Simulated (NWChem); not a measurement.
Molecule: SnHOCl, singlet; SMILES [OH][Sn][Cl]

```xyz
4

Sn     0.3378     0.4703     0.0000
Cl    -0.1274    -1.8934     0.0000
O     -1.5659     1.0450     0.0000
H     -2.1953     0.3108     0.0000
```
Atoms are numbered in this order, from 1.

Program: NWChem. Low-valent species are run as closed-shell singlets; no triplet was tried in these runs. Structure relaxed at the PBE0/def2-SVP level. def2 effective core potentials on Sn; no spin-orbit coupling. Vertical excitations in the gas phase; the lowest state need not have the same character in each row.

For level B3LYP/def2-SVPD, full TDDFT:

- lowest excitation, singlet (eV): 4.14
- oscillator strength of that lowest state: 0.023
- lowest state with f > 0.02, singlet (eV): 4.14
- orbital gap (eV): 4.98

Question: What are these values for level PBE/def2-SVPD, full TDDFT?

Answer: 
- lowest excitation, singlet (eV) = 3.83
- oscillator strength of that lowest state = 0.010
- lowest state with f > 0.02, singlet (eV) = 4.55
- orbital gap (eV) = 3.58
